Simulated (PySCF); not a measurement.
# Cost of response and excited-state runs on `C(C1=C[P@+]1([BH3-])CC(F)(F)F)=C`, C₆H₉BF₃P

Molfile (atoms numbered from 1):
```
C6H9BF3P
     RDKit          3D

 20 20  0  0  0  0  0  0  0  0999 V2000
    0.3018   -1.4694    2.1045 B   0  0  0  0  0  0  0  0  0  0  0  0
    0.1189   -0.8719    0.2568 P   0  0  2  0  0  0  0  0  0  0  0  0
   -1.5645   -0.6799   -0.5733 C   0  0  0  0  0  0  0  0  0  0  0  0
   -2.2802    0.4727    0.0787 C   0  0  0  0  0  0  0  0  0  0  0  0
   -1.4792    1.5465    0.2035 F   0  0  0  0  0  0  0  0  0  0  0  0
   -3.3483    0.8868   -0.6277 F   0  0  0  0  0  0  0  0  0  0  0  0
   -2.7251    0.1847    1.3030 F   0  0  0  0  0  0  0  0  0  0  0  0
    1.1902   -1.3424   -1.1271 C   0  0  0  0  0  0  0  0  0  0  0  0
    1.2806   -0.0392   -0.8690 C   0  0  0  0  0  0  0  0  0  0  0  0
    1.9271    1.1897   -1.1840 C   0  0  0  0  0  0  0  0  0  0  0  0
    1.7188    2.3016   -0.4835 C   0  0  0  0  0  0  0  0  0  0  0  0
   -0.3007   -2.4932    2.1174 H   0  0  0  0  0  0  0  0  0  0  0  0
   -0.1846   -0.6170    2.7668 H   0  0  0  0  0  0  0  0  0  0  0  0
    1.4787   -1.5792    2.2136 H   0  0  0  0  0  0  0  0  0  0  0  0
   -2.1578   -1.5844   -0.4231 H   0  0  0  0  0  0  0  0  0  0  0  0
   -1.4593   -0.4751   -1.6399 H   0  0  0  0  0  0  0  0  0  0  0  0
    1.6113   -2.1193   -1.7278 H   0  0  0  0  0  0  0  0  0  0  0  0
    2.6125    1.1650   -2.0233 H   0  0  0  0  0  0  0  0  0  0  0  0
    2.2216    3.2239   -0.7169 H   0  0  0  0  0  0  0  0  0  0  0  0
    1.0332    2.3106    0.3483 H   0  0  0  0  0  0  0  0  0  0  0  0
  2  1  1  1
  2  3  1  0
  3  4  1  0
  4  5  1  0
  4  6  1  0
  4  7  1  0
  2  8  1  0
  8  9  2  0
  9 10  1  0
 10 11  2  0
  9  2  1  0
  1 12  1  0
  1 13  1  0
  1 14  1  0
  3 15  1  0
  3 16  1  0
  8 17  1  0
 10 18  1  0
 11 19  1  0
 11 20  1  0
M  CHG  2   1  -1   2   1
M  END
```

PySCF with density fitting, on 1 thread of an Arm Neoverse V1, shared host. Command: `OMP_NUM_THREADS=1 python excited_run.py task.json out`

How long does this run take, and how much memory?
- excited states, PBE0/def2-SVP; Tamm-Dancoff; spin-orbit couplings; 8 states; 6 triplets; quadratic response for 4 states


```csv
run,level,basis functions,wall time,peak memory (GiB)
excited states,PBE0/def2-SVP,203,91 s,0.93
```
Times from a shared host are rough.
